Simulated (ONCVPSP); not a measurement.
**Transferability test, ONCV potential for magnesium**

```
Element                 : magnesium (Mg)
Generator               : ONCVPSP 4.0.1
Type                    : optimised norm-conserving Vanderbilt (ONCV)
Functional              : PBE
Relativity              : scalar-relativistic
Frozen core             : [He]
Valence charge          : 10
Reference configuration : 2s2 2p6 3s1 (charge +1)
Partial waves           : 2s+3s: rc 1.05 bohr, ncon 4, nbas 8, qcut 13.5 1/bohr, 3 projectors, debl 0.4 Ha; 2p: rc 0.65 bohr, ncon 3, nbas 6, qcut 23.6 1/bohr, 2 projectors, debl 3.3 Ha
Local potential         : polynomial inside 0.40 bohr (lpopt 5, dvloc0 0 Ha)
Core correction         : Teter function, fcfact 4.5, rcfact 1.05
```

In the s channel the program set the typed energies aside and used -3.268, -0.418, 0.250 Ha.

Energies are relative to the spin-unpolarised reference configuration 2s2 2p6 3s1; without spin polarisation the order of configurations can differ from experiment.

```
valence configuration  charge  ΔE all-electron (eV)  error AE − PS (meV)
          2s2 2p6 3s0      +2                15.025                 -0.2
      2s2 2p6 3s0 3p2       0                -0.777                 +0.4
```

Task: What are ΔE and the potential's error for 2s2 2p6 3s2?

Result: ΔE = -7.960 eV all-electron; the error (AE − PS) is 0.0 meV.

Task: What are ΔE and the potential's error for 2s2 2p6 3s1.5?

Result: ΔE = -4.816 eV all-electron; the error (AE − PS) is 0.0 meV.

Levels in the configuration 2s2 2p6 3s0 3p2:

```tsv
level	all-electron (eV)	pseudo (eV)
2s	-83.775	-83.776
2p	-50.516	-50.527
3p	-2.662	-2.662
```
